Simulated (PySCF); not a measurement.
**`C12(C=C(F)C=C1)C=CC=C2`, C₉H₇F**

Geometry:
```tsv
atom	x (Å)	y (Å)	z (Å)
F1	-3.191	1.668	0.235
C2	-2.122	0.876	0.077
C3	-0.850	1.204	0.326
C4	0.011	0.016	0.007
C5	1.069	0.290	-1.031
C6	2.274	-0.005	-0.535
C7	2.131	-0.476	0.831
C8	0.839	-0.469	1.169
C9	-0.999	-1.005	-0.451
C10	-2.230	-0.487	-0.404
H11	-0.459	2.134	0.688
H12	0.821	0.662	-2.007
H13	3.216	0.086	-1.044
H14	2.956	-0.775	1.452
H15	0.390	-0.755	2.101
H16	-0.705	-1.990	-0.759
H17	-3.159	-0.961	-0.665
```

Level of theory: quadratic response CAM-B3LYP/def2-SVPD first hyperpolarisability, Taylor convention, gas phase in PySCF. Geometry: GFN2-xTB.

Question: Give the tensor of the second harmonic β(−2ω;ω,ω) at 1064 nm in the axes of these coordinates.

Answer: In au, Taylor convention; rows are the first index (the induced dipole):
```tsv
	xx	yy	zz	xy	xz	yz
x	-101.5	-30.6	-15.7	+59.8	+13.0	+0.7
y	+53.9	+26.4	+7.6	-32.5	-2.0	-0.6
z	+10.5	-0.7	+4.6	-1.5	-12.2	+8.6
```
Norm of βᵢ = ⅓ Σⱼ (βᵢⱼⱼ + βⱼᵢⱼ + βⱼⱼᵢ): 174.2 au, hyper-Rayleigh value 68.6 au.
